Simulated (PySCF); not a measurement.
SMILES C[SiH]1O[SiH]O[SiH](C)O[SiH](C)O1 (C3H13O4Si4), doublet, GFN2-xTB optimised geometry.

```
24

C      3.60     0.02     0.00
Si     1.71     0.02     0.00
O      1.22     1.56     0.00
Si     0.27     2.76    -0.53
O     -1.12     2.23    -1.17
Si    -1.93     1.16    -2.09
C     -3.31     0.39    -1.05
O     -0.95     0.02    -2.68
Si     0.19    -1.12    -2.52
C     -0.63    -2.79    -2.15
O      1.22    -0.78    -1.32
H      3.99     0.56     0.86
H      4.01     0.48    -0.89
H      3.99    -1.00     0.04
H      1.08    -0.61     1.16
H      1.01     3.46    -1.57
H     -2.34     1.90    -3.28
H     -3.86    -0.34    -1.63
H     -2.91    -0.12    -0.18
H     -4.01     1.14    -0.70
H      0.97    -1.04    -3.75
H      0.10    -3.58    -2.08
H     -1.33    -3.06    -2.93
H     -1.18    -2.76    -1.21
```

Density from unrestricted PBE0/def2-SVP in PySCF 2.14.0 at that geometry.

Minimum of the electron density along straight lines between bonded atoms, close to the bond critical point (lines longer than 1.1 times the sum of covalent radii, or with two minima, are not listed):

```json
[
 {"bond": "C1–Si2", "length / Å": "1.890", "ρ at the minimum / e bohr⁻³": "0.116", "∇²ρ there / e bohr⁻⁵": "0.32", "position (fraction from the first atom)": "0.62"},
 {"bond": "Si2–O3", "length / Å": "1.621", "ρ at the minimum / e bohr⁻³": "0.126", "∇²ρ there / e bohr⁻⁵": "1.10", "position (fraction from the first atom)": "0.41"},
 {"bond": "O3–Si4", "length / Å": "1.622", "ρ at the minimum / e bohr⁻³": "0.126", "∇²ρ there / e bohr⁻⁵": "1.08", "position (fraction from the first atom)": "0.59"},
 {"bond": "Si4–O5", "length / Å": "1.621", "ρ at the minimum / e bohr⁻³": "0.127", "∇²ρ there / e bohr⁻⁵": "1.08", "position (fraction from the first atom)": "0.42"},
 {"bond": "O5–Si6", "length / Å": "1.622", "ρ at the minimum / e bohr⁻³": "0.126", "∇²ρ there / e bohr⁻⁵": "1.09", "position (fraction from the first atom)": "0.59"},
 {"bond": "Si6–C7", "length / Å": "1.892", "ρ at the minimum / e bohr⁻³": "0.116", "∇²ρ there / e bohr⁻⁵": "0.32", "position (fraction from the first atom)": "0.38"},
 {"bond": "Si6–O8", "length / Å": "1.622", "ρ at the minimum / e bohr⁻³": "0.126", "∇²ρ there / e bohr⁻⁵": "1.10", "position (fraction from the first atom)": "0.41"},
 {"bond": "O8–Si9", "length / Å": "1.620", "ρ at the minimum / e bohr⁻³": "0.127", "∇²ρ there / e bohr⁻⁵": "1.11", "position (fraction from the first atom)": "0.59"},
 {"bond": "Si9–C10", "length / Å": "1.893", "ρ at the minimum / e bohr⁻³": "0.115", "∇²ρ there / e bohr⁻⁵": "0.32", "position (fraction from the first atom)": "0.38"},
 {"bond": "Si2–O11", "length / Å": "1.620", "ρ at the minimum / e bohr⁻³": "0.127", "∇²ρ there / e bohr⁻⁵": "1.09", "position (fraction from the first atom)": "0.42"},
 {"bond": "Si9–O11", "length / Å": "1.620", "ρ at the minimum / e bohr⁻³": "0.127", "∇²ρ there / e bohr⁻⁵": "1.11", "position (fraction from the first atom)": "0.41"},
 {"bond": "C1–H13", "length / Å": "1.087", "ρ at the minimum / e bohr⁻³": "0.271", "∇²ρ there / e bohr⁻⁵": "-0.97", "position (fraction from the first atom)": "0.63"},
 {"bond": "C1–H14", "length / Å": "1.085", "ρ at the minimum / e bohr⁻³": "0.272", "∇²ρ there / e bohr⁻⁵": "-0.97", "position (fraction from the first atom)": "0.62"},
 {"bond": "Si2–H15", "length / Å": "1.461", "ρ at the minimum / e bohr⁻³": "0.121", "∇²ρ there / e bohr⁻⁵": "0.32", "position (fraction from the first atom)": "0.49"},
 {"bond": "Si4–H16", "length / Å": "1.459", "ρ at the minimum / e bohr⁻³": "0.120", "∇²ρ there / e bohr⁻⁵": "0.31", "position (fraction from the first atom)": "0.49"},
 {"bond": "Si6–H17", "length / Å": "1.458", "ρ at the minimum / e bohr⁻³": "0.122", "∇²ρ there / e bohr⁻⁵": "0.33", "position (fraction from the first atom)": "0.49"},
 {"bond": "C7–H18", "length / Å": "1.086", "ρ at the minimum / e bohr⁻³": "0.272", "∇²ρ there / e bohr⁻⁵": "-0.97", "position (fraction from the first atom)": "0.62"},
 {"bond": "C7–H19", "length / Å": "1.087", "ρ at the minimum / e bohr⁻³": "0.270", "∇²ρ there / e bohr⁻⁵": "-0.96", "position (fraction from the first atom)": "0.62"},
 {"bond": "C7–H20", "length / Å": "1.085", "ρ at the minimum / e bohr⁻³": "0.272", "∇²ρ there / e bohr⁻⁵": "-0.97", "position (fraction from the first atom)": "0.63"},
 {"bond": "Si9–H21", "length / Å": "1.458", "ρ at the minimum / e bohr⁻³": "0.122", "∇²ρ there / e bohr⁻⁵": "0.32", "position (fraction from the first atom)": "0.49"},
 {"bond": "C10–H22", "length / Å": "1.085", "ρ at the minimum / e bohr⁻³": "0.272", "∇²ρ there / e bohr⁻⁵": "-0.97", "position (fraction from the first atom)": "0.62"},
 {"bond": "C10–H23", "length / Å": "1.085", "ρ at the minimum / e bohr⁻³": "0.272", "∇²ρ there / e bohr⁻⁵": "-0.97", "position (fraction from the first atom)": "0.62"},
 {"bond": "C10–H24", "length / Å": "1.087", "ρ at the minimum / e bohr⁻³": "0.270", "∇²ρ there / e bohr⁻⁵": "-0.96", "position (fraction from the first atom)": "0.62"}
]
```
